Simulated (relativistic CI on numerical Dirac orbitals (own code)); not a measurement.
**Gd⁴⁺: 4f valence photoemission**

Computed with this model: Dirac-Coulomb-Breit CI, KLI orbitals optimised for each configuration, a model potential for QED, valence Slater integrals scaled by 0.8, multiplet model of photoemission in the sudden approximation; configurations [Xe] 4f6 → [Xe] 4f5; 300 K; Lorentzian 0.15 eV and Gaussian 0.3 eV FWHM. Energies are those of the free ion, without screening or charge transfer. The energies are binding energies and can lie tens of eV above those of solids. S is read from ⟨S²⟩ = S(S + 1).

free ion: ground-state S = 2.91, centroid 63.44 eV. Peaks (eV, height): 62.6 (100), 63.6 (69), 66.0 (11), 66.7 (16).

Strongest unbroadened transitions for free ion:

```csv
Energy (eV),Relative strength
62.38,16.8
62.45,93.8
62.58,17.3
62.65,100.0
62.81,8.5
63.45,6.6
63.53,8.0
63.59,91.1
63.69,10.1
63.76,21.9
63.92,1.2
65.93,3.3
66.00,16.7
66.68,4.4
66.74,22.8
66.98,1.1
67.05,1.3
67.54,4.5
```
